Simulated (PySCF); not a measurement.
Radial density of Se⁺ (selenium, charge +1)

UHF, [Ar] 3d10 4s2 4p3, high-spin 4S determinant. Computed with PySCF 2.14 in cc-pVDZ-DK (5s4p2d, 27 functions), with the spin-free X2C one-electron Hamiltonian (Gaussian nucleus).

```csv
r (bohr),4πr²ρ (e/bohr),4πr²(ρα − ρβ)
0.000984,0.5488,0.0000
0.00166,1.314,0.0000
0.00278,3.097,0.0000
0.00468,7.020,0.0000
0.00788,14.72,0.0002
0.0133,26.96,0.0011
0.0223,39.38,0.0054
0.0375,40.82,0.0242
0.0631,34.08,0.0756
0.106,44.71,0.1153
0.178,44.05,0.0081
0.300,26.11,0.1064
0.505,32.92,0.2285
0.849,12.89,0.0841
1.43,3.913,1.4787
2.40,1.771,1.1777
4.04,0.1734,0.1482
6.80,0.0006330,0.0006
```

Densities and radii are taken from the X2C orbitals without a picture-change correction, which distorts them close to the nucleus.
